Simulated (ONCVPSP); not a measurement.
## Plane-wave convergence, ONCV potential for Ta

ONCVPSP 4.0.1 input, shortened (lines: element, Z, core and valence counts, functional; n l f; lmax; l rc ep ncon nbas qcut; lloc lpopt rc5 dvloc0; l nproj debl; icmod fcfact rcfact), PBEsol, scalar-relativistic:

```
  Ta 73.00   10    4  -116133      upf
    1    0    2.00
    2    0    2.00
    2    1    6.00
    3    0    2.00
    3    1    6.00
    3    2   10.00
    4    0    2.00
    4    1    6.00
    4    2   10.00
    4    3   14.00
    5    0    2.00
    5    1    6.00
    5    2    3.00
    6    0    2.00
    2
    0    1.50    0.00    3    6    7.50
    1    2.00    0.00    4    8    6.30
    2    2.10    0.00    5    8    3.90
    4    5    1.15   -0.50
    0    2    2.00
    1    2    2.40
    2    2    2.20
    0    0.00    0.00
```

Problem. For each optimised wave give the share of its norm inside rc, the residual kinetic energy above qcut (Ha) and the cutoffs (Ha) for errors of 10, 1, 0.1 and 0.01 mHa per electron.

Solution.

| wave | norm inside rc | residual KE | 10 mHa | 1 mHa | 0.1 mHa | 0.01 mHa |
| --- | --- | --- | --- | --- | --- | --- |
| 5s | 0.867 | 1.9e-05 | 17.4 | 21.8 | 25.4 | 45.4 |
| 6s | 0.042 | 6.4e-06 | 13.6 | 19.6 | 23.9 | 27.4 |
| 5p | 0.926 | 7.4e-07 | 8.4 | 10.8 | 12.8 | 14.2 |
| p projector 2 | 0.096 | 1.1e-05 | 7.3 | 9.6 | 12.1 | 20.4 |
| 5d | 0.534 | 2.6e-02 | 9.3 | 36.6 | 47.3 | 53.4 |
| d projector 2 | 0.136 | 6.3e-02 | 10.5 | 18.4 | 35.9 | 61.0 |

The occupied waves need 37 Ha and 47 Ha for 1 and 0.1 mHa. Note: ghosts flagged at negative energy: d at -175.3 eV; GHOST(+) flagged for s at 109.2 eV. A true bound ghost makes a file unfit for plane-wave use.
